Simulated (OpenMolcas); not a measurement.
## Mn2+: moving or changing the point charges

Mn2+ among 4 point charges of -2.5 e arranged as a tetrahedron (Td), 2.04 Å from the ion.

```yaml
Program: OpenMolcas
Method: CASSCF
Basis: ANO-RCC-VDZP [5s4p2d1f]
Scalar_Hamiltonian: DKH2, point nucleus
Active_space: 5 electrons in 5 orbitals (3d)
State_averaging: 2S+1 = 6 even, 1 root; 2S+1 = 4 even, 24 roots; 2S+1 = 2 even, 75 roots
Spin-orbit_coupling: state interaction with AMFI integrals over the reference wave functions
```

Runs around this geometry, states (labels of Td). Energies in cm-1 above the lowest state or level, χT in cm3 K/mol; 10Dq and B are least-squares fits to the states below 45000 cm-1, weighted by degeneracy, with a free offset, and given where the rms deviation is under 5 % of |10Dq| (or 100 cm-1) and under 700 cm-1; 10Dq is negative for this site.

```csv
R (Å),q (e),Ground state,10Dq,B (rms of fit),First gap with spin-orbit (degeneracies),χT at 300 K,First state of another spin
2.04,-1.25,6A1,-1298,1108 (30),"31401 (6, 6)",4.386,4T1 31414
1.89,-2.5,6A1,,,"30279 (6, 6)",4.386,4T1 30293
2.04,-2.5,6A1,-1726,1081 (93),"30770 (6, 2)",4.386,4T1 30785
2.17,-2.5,6A1,-1494,1094 (52),"31100 (6, 2)",4.386,4T1 31115
```

Scaling the charges by -1.25 / -2.5 = 0.50 scales |10Dq| by 1298 / 1726 = 0.75; with fixed orbitals a first-order splitting would follow the charge.

Without dynamic correlation the repulsion within the d shell is too large (B by tens of per cent), so at a given field states of lower spin stand too high. This is an electrostatic model: the charges have no orbitals. No measured value stands beside these numbers.
